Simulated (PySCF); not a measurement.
**Ionisation energy along the 16-electron series**

Calculated with PySCF 2.14 and a two-component X2C-1e Hamiltonian (Gaussian nucleus, no Breit or QED terms), each ion in its own even-tempered basis scaled to its charge; GMP2 freezes 1s2 and drops the highest virtual spinors. Values in eV. NIST values: (m) measured, (s) semi-empirical, (t) theoretical.

```tsv
ion	configuration	GHF (spin-free)	GMP2 (spin-free)	NIST
Ge¹⁶⁺	[Ne] 3s2 3p4	606.31	607.37	609.1 ± 0.8 (s)
Se¹⁸⁺	[Ne] 3s2 3p4	737.03	738.12	739.8 ± 1.1 (s)
```

Q: Fill in the row of As¹⁷⁺.

A: configuration: [Ne] 3s2 3p4; GHF (spin-free): 670.12; GMP2 (spin-free): 671.20; NIST: 672.9 ± 0.9 (s).
